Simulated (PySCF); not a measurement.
Input and output

[Eu(NH3)3]3+ (singlet in the valence; each metal's 4f electrons, 6 of them, lie in its core potential, out of spins and levels). PySCF 2.14.0, RKS BP86, Eu lcecp-1-SVP with ECP52, N def2-SVP, H def2-SVP; non-relativistic Hamiltonian with scalar-relativistic core potentials where named; density fitting; no spin-orbit coupling. Purpose: all atoms moved at random, sigma 0.1 A.

```python
mol = gto.M(atom='''
Eu    -0.02341     0.07865     0.89182
N      2.23023    -0.05951    -0.09633
H      3.09202    -0.31861     0.85614
H      2.59294    -0.67880    -0.72534
H      2.82273     0.81547    -0.31578
N     -1.32229     2.27689    -0.04100
H     -1.22054     2.80108     0.88570
H     -0.76913     2.55782    -0.79411
H     -2.14217     1.83372    -0.34858
N     -1.22740    -1.98702    -0.01067
H     -1.69538    -2.65634     0.59184
H     -1.77977    -1.91378    -0.91043
H     -0.55782    -2.74957    -0.28073''',
    basis={'Eu': 'lcecp-1-SVP', 'N': 'def2-SVP', 'H': 'def2-SVP'},
    ecp={'Eu': 'lcecp-1-SVP'},
    charge=3, spin=0)
mf = dft.RKS(mol, xc='B88,P86')
mf.grids.atom_grid = (50, 194)  # f atoms: unpruned, at least (60, 302)
mf = mf.density_fit()  # fitting sets: Eu AutoAux, N def2-universal-JKFIT, H def2-universal-JKFIT
mf.conv_tol = 1e-08; mf.max_cycle = 55
mf.kernel(dm0)  # dm0: converged density of the relaxed state
mf.nuc_grad_method().kernel()
```

Run from Python with OMP_NUM_THREADS=2; the lines above give its settings. Where DIIS fails, smearing, a level shift and second-order steps follow.
It took 7.6 s on 2 threads of Intel(R) Xeon(R) Platinum 8488C (Sapphire Rapids), with other jobs on the host, from an already converged density.

Q: Where do the frontier levels lie, over both spins?

A: HOMO -21.28 eV, LUMO -17.42 eV. The 4f levels lie in the core potential and are missing.

Q: What are the Mulliken charges and spins?

A: 
```csv
atom,charge (e),spin (e)
Eu1,1.709,0.000
N2,-0.366,0.000
H3,0.310,0.000
H4,0.210,0.000
H5,0.263,0.000
N6,-0.276,0.000
H7,0.281,0.000
H8,0.232,0.000
H9,0.238,0.000
N10,-0.321,0.000
H11,0.233,0.000
H12,0.258,0.000
H13,0.230,0.000
```
The spin of the 4f electrons in the core isn't counted.

Q: What forces act on the atoms (eV/Å)?

A: 
```
Eu  -0.35 -0.21 -0.89
N    2.43  3.31  6.70
H   -2.88  0.41 -2.77
H    1.25 -3.24 -3.29
H   -1.11 -0.40 -0.27
N    2.69 -2.21  4.47
H   -1.06  0.20 -1.71
H    1.37  1.70 -2.08
H   -2.76 -0.10 -0.38
N    1.55  0.10 -1.03
H   -1.73 -0.07  1.12
H   -0.13  0.03  0.68
H    0.73  0.48 -0.55
```
Forces carry noise of the integration grid, about 0.01 to 0.03 eV/Å.

Q: How does its energy compare with the relaxed singlet of charge +3 in vacuum?

A: It lies 2.359 eV higher.

An lcecp potential fixes the number of 4f electrons, so in runs with it no electron can move into or out of that shell.
